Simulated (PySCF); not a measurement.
**Nb (niobium, neutral) across methods**

[Kr] 4d4 5p1, one real determinant (an excited configuration). All numbers are calculated (PySCF 2.14, scalar relativity by spin-free X2C-1e, in aug-cc-pwCVTZ-DK).

```json
{"method": "PBE", "E (hartree)": "-3818.77", "mean ε 4p β (eV)": "-33.897", "mean ε 4d α (eV)": "-4.808", "mean ε 5p α (eV)": "-2.155", "Σ⟨r²⟩ (bohr²)": "69.77", "⟨S²⟩": "8.751"}
{"method": "r2SCAN", "E (hartree)": "-3819.14", "mean ε 4p β (eV)": "-34.507", "mean ε 4d α (eV)": "-4.990", "mean ε 5p α (eV)": "-2.190", "Σ⟨r²⟩ (bohr²)": "69.02", "⟨S²⟩": "8.752"}
{"method": "PBE0", "E (hartree)": "-3818.83", "mean ε 4p β (eV)": "-36.044", "mean ε 4d α (eV)": "-6.028", "mean ε 5p α (eV)": "-2.545", "Σ⟨r²⟩ (bohr²)": "70.18", "⟨S²⟩": "8.751"}
{"method": "UHF", "E (hartree)": "-3817.03447", "mean ε 4p β (eV)": "-41.506", "mean ε 4d α (eV)": "-9.339", "mean ε 5p α (eV)": "-3.373", "Σ⟨r²⟩ (bohr²)": "74.97", "⟨S²⟩": "8.755"}
```

Q: Estimate the same row for LDA.

A: E (hartree) = -3814.54; mean ε 4p β (eV) = -34.204; mean ε 4d α (eV) = -4.878; mean ε 5p α (eV) = -2.220; Σ⟨r²⟩ (bohr²) = 68.89; ⟨S²⟩ = 8.750.

⟨L²⟩ = 8.01 against 12 for a pure F term, so this real determinant mixes terms.
